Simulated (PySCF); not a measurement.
A geometry optimisation, step by step.

Compound: trans-Hf(NH3)2Cl4 (singlet state).
Bonds: Hf1–N2, Hf1–N6, Hf1–Cl10, Hf1–Cl11, Hf1–Cl12, Hf1–Cl13. Hydrogens: H3, H4, H5 on N2; H7, H8, H9 on N6.

Method: PySCF, PBE0-D3(BJ)/def2-SVP geometry optimisation, gas phase, def2 core potentials past Kr; density fitting, grid level 1; the optimiser is geomeTRIC in internal coordinates, started from a GFN2-xTB structure with every atom displaced at random (about 0.03 Å). The frame can shift and turn from step to step; on so coarse a grid that alone can change the energy by a few meV, and forces under 0.02 eV/Å are noise.

Step 0: E = -54447.4281 eV, largest atomic force 3.770 eV/Å
```
atom  x, y, z in Å  |  force x, y, z in eV/Å
Hf1     0.067   -0.074    0.013   -2.344   2.953  -0.052
N2     -0.017   -0.030    2.436    2.917   0.572   0.176
H3     -0.473    0.833    2.800    0.563  -0.655  -0.288
H4      1.059   -0.077    2.787   -3.486   0.177  -0.822
H5     -0.535   -0.831    2.784    0.071  -0.194   0.235
N6     -0.015    0.029   -2.449    2.351   0.575   1.868
H7      0.498    0.833   -2.825   -0.185  -0.098   0.136
H8     -0.923    0.041   -2.799   -2.282   0.053  -0.774
H9      0.449   -0.800   -2.771    0.284  -0.681  -0.437
Cl10    2.352   -0.014    0.067    2.090  -0.107   0.019
Cl11   -2.377    0.000   -0.004   -0.024   0.048   0.032
Cl12    0.032    2.361    0.035    0.006   0.126  -0.003
Cl13   -0.086   -2.322   -0.051    0.039  -2.768  -0.090
```

Step 1: E = -54448.1450 eV, largest atomic force 1.089 eV/Å
```
atom  x, y, z in Å  |  force x, y, z in eV/Å
Hf1     0.069   -0.056    0.011   -0.787   0.735  -0.158
N2     -0.022   -0.019    2.358    0.211  -0.095  -0.340
H3     -0.465    0.831    2.708    0.033   0.033  -0.030
H4      0.937   -0.058    2.715   -0.132   0.021   0.122
H5     -0.537   -0.820    2.723    0.013  -0.030   0.052
N6     -0.006    0.039   -2.361    0.395  -0.166   0.574
H7      0.500    0.845   -2.727   -0.087   0.093  -0.018
H8     -0.961    0.055   -2.710   -0.128   0.033  -0.046
H9      0.457   -0.799   -2.715   -0.071  -0.070  -0.164
Cl10    2.470   -0.046    0.011    0.069  -0.042   0.019
Cl11   -2.377    0.035    0.035    0.254  -0.100  -0.011
Cl12    0.012    2.388    0.032    0.146  -0.255   0.004
Cl13   -0.045   -2.448   -0.057    0.084  -0.157  -0.007
```

Step 2: E = -54448.1783 eV, largest atomic force 0.315 eV/Å
```
atom  x, y, z in Å  |  force x, y, z in eV/Å
Hf1     0.046   -0.042    0.000   -0.248   0.189   0.042
N2     -0.011   -0.020    2.311   -0.152  -0.106  -0.005
H3     -0.451    0.831    2.660   -0.018   0.048   0.029
H4      0.936   -0.058    2.681    0.182   0.009   0.124
H5     -0.525   -0.820    2.684   -0.010   0.008   0.035
N6     -0.009    0.037   -2.304    0.209  -0.161  -0.127
H7      0.486    0.852   -2.668   -0.051   0.057  -0.037
H8     -0.971    0.060   -2.649    0.023   0.026   0.013
H9      0.443   -0.798   -2.683   -0.067   0.020  -0.089
Cl10    2.454   -0.026    0.056    0.079  -0.099  -0.023
Cl11   -2.373    0.007   -0.019   -0.066   0.013   0.041
Cl12    0.055    2.375    0.018    0.006   0.075   0.002
Cl13   -0.051   -2.449   -0.064    0.115  -0.077  -0.006
```

Step 3: E = -54448.1936 eV, largest atomic force 0.161 eV/Å
```
atom  x, y, z in Å  |  force x, y, z in eV/Å
Hf1     0.041   -0.033    0.001   -0.101   0.031   0.023
N2     -0.020   -0.022    2.328    0.055  -0.053  -0.005
H3     -0.462    0.830    2.676   -0.013   0.008   0.010
H4      0.926   -0.059    2.714   -0.004   0.007   0.016
H5     -0.536   -0.821    2.701   -0.009   0.017   0.000
N6      0.001    0.036   -2.320    0.102  -0.113  -0.052
H7      0.490    0.856   -2.685   -0.035   0.016  -0.006
H8     -0.962    0.065   -2.663    0.022   0.023   0.016
H9      0.446   -0.795   -2.717   -0.039   0.037  -0.018
Cl10    2.455   -0.062    0.022   -0.005  -0.003   0.006
Cl11   -2.377    0.017    0.006   -0.052  -0.030   0.008
Cl12    0.045    2.384    0.016    0.053   0.050   0.005
Cl13   -0.017   -2.447   -0.058    0.025   0.009  -0.003
```

Step 4: E = -54448.1961 eV, largest atomic force 0.054 eV/Å
```
atom  x, y, z in Å  |  force x, y, z in eV/Å
Hf1     0.030   -0.025    0.003   -0.036  -0.004  -0.020
N2     -0.019   -0.026    2.335    0.023  -0.007  -0.015
H3     -0.461    0.826    2.687   -0.007  -0.006   0.004
H4      0.925   -0.063    2.725   -0.003   0.001  -0.020
H5     -0.536   -0.824    2.709   -0.011   0.005  -0.009
N6      0.007    0.033   -2.331    0.028  -0.039   0.020
H7      0.490    0.856   -2.696   -0.007   0.002   0.006
H8     -0.957    0.066   -2.671    0.008   0.008   0.016
H9      0.446   -0.795   -2.738   -0.007   0.015   0.008
Cl10    2.446   -0.056    0.033   -0.032  -0.016   0.004
Cl11   -2.392    0.005    0.002    0.034   0.016   0.009
Cl12    0.067    2.395    0.020   -0.011  -0.026  -0.001
Cl13   -0.015   -2.443   -0.054    0.021   0.049  -0.002
```

Step 5: E = -54448.1969 eV, largest atomic force 0.026 eV/Å
```
atom  x, y, z in Å  |  force x, y, z in eV/Å
Hf1     0.026   -0.021    0.002   -0.010  -0.016  -0.013
N2     -0.020   -0.028    2.330   -0.002   0.013   0.022
H3     -0.461    0.823    2.685   -0.002  -0.006   0.004
H4      0.925   -0.066    2.719    0.004  -0.005  -0.016
H5     -0.538   -0.826    2.702   -0.004  -0.002  -0.006
N6      0.011    0.032   -2.327    0.007  -0.006  -0.011
H7      0.493    0.856   -2.691    0.003   0.001   0.003
H8     -0.953    0.067   -2.666   -0.003   0.002   0.006
H9      0.449   -0.796   -2.735    0.005  -0.001   0.006
Cl10    2.441   -0.065    0.037   -0.004   0.015   0.005
Cl11   -2.394    0.012    0.000    0.008   0.000   0.007
Cl12    0.059    2.398    0.018    0.006  -0.009  -0.002
Cl13   -0.008   -2.437   -0.053   -0.009   0.014  -0.004
```

Step 6: E = -54448.1971 eV, largest atomic force under 0.02 eV/Å
```
atom  x, y, z in Å  |  force x, y, z in eV/Å
Hf1     0.025   -0.021    0.002   -0.009  -0.003  -0.004
N2     -0.022   -0.029    2.330   -0.004   0.011   0.012
H3     -0.463    0.821    2.687    0.001  -0.003   0.003
H4      0.924   -0.068    2.716    0.001  -0.006  -0.006
H5     -0.540   -0.828    2.700    0.002  -0.002  -0.004
N6      0.014    0.032   -2.326    0.006  -0.003  -0.009
H7      0.497    0.855   -2.690    0.002   0.000   0.002
H8     -0.950    0.067   -2.666   -0.001   0.000   0.000
H9      0.453   -0.796   -2.733    0.003  -0.002   0.002
Cl10    2.439   -0.060    0.038    0.006   0.004   0.007
Cl11   -2.395    0.013    0.001   -0.004   0.004   0.005
Cl12    0.061    2.398    0.016    0.000   0.004  -0.002
Cl13   -0.012   -2.435   -0.054   -0.002  -0.004  -0.005
```

Task: Summarise the path.

Result: The energy falls by 0.7690 eV from step 0 to step 6; nine tenths of that is first reached at step 1. It falls at every step. The largest force goes from 3.770 to under 0.02 eV/Å. Among the bonds Hf1–Cl13 changes most, from 2.254 to 2.416 Å; the atoms move by 0.106 Å rms after alignment.

Task: Follow the three bonds and two angles with the largest change from start to end.

Result: 
```json
{"step": "0", "E above end (eV)": "0.7690", "largest force (eV/Å)": "3.770", "Hf1–Cl13 (Å)": "2.254", "Hf1–N6 (Å)": "2.466", "Hf1–Cl10 (Å)": "2.286", "Hf1–N6–H9 (°)": "105.7", "Cl10–Hf1–Cl13 (°)": "95.4"}
{"step": "1", "E above end (eV)": "0.0522", "largest force (eV/Å)": "1.089", "Hf1–Cl13 (Å)": "2.396", "Hf1–N6 (Å)": "2.375", "Hf1–Cl10 (Å)": "2.401", "Hf1–N6–H9 (°)": "107.4", "Cl10–Hf1–Cl13 (°)": "92.9"}
{"step": "2", "E above end (eV)": "0.0188", "largest force (eV/Å)": "0.315", "Hf1–Cl13 (Å)": "2.410", "Hf1–N6 (Å)": "2.306", "Hf1–Cl10 (Å)": "2.409", "Hf1–N6–H9 (°)": "109.4", "Cl10–Hf1–Cl13 (°)": "92.7"}
{"step": "3", "E above end (eV)": "0.0035", "largest force (eV/Å)": "0.161", "Hf1–Cl13 (Å)": "2.416", "Hf1–N6 (Å)": "2.323", "Hf1–Cl10 (Å)": "2.415", "Hf1–N6–H9 (°)": "110.8", "Cl10–Hf1–Cl13 (°)": "90.7"}
{"step": "4", "E above end (eV)": "0.0010", "largest force (eV/Å)": "0.054", "Hf1–Cl13 (Å)": "2.419", "Hf1–N6 (Å)": "2.335", "Hf1–Cl10 (Å)": "2.417", "Hf1–N6–H9 (°)": "111.9", "Cl10–Hf1–Cl13 (°)": "90.3"}
{"step": "5", "E above end (eV)": "0.0002", "largest force (eV/Å)": "0.026", "Hf1–Cl13 (Å)": "2.417", "Hf1–N6 (Å)": "2.330", "Hf1–Cl10 (Å)": "2.416", "Hf1–N6–H9 (°)": "112.2", "Cl10–Hf1–Cl13 (°)": "89.8"}
{"step": "6", "E above end (eV)": "0.0000", "largest force (eV/Å)": "under 0.02", "Hf1–Cl13 (Å)": "2.416", "Hf1–N6 (Å)": "2.329", "Hf1–Cl10 (Å)": "2.415", "Hf1–N6–H9 (°)": "112.2", "Cl10–Hf1–Cl13 (°)": "89.9"}
```

What follows is the cost of the whole optimisation. On one thread of an Intel Xeon at 2.50 GHz, on a shared host, this took 5.4 min wall and 0.68 GiB of memory at its peak.
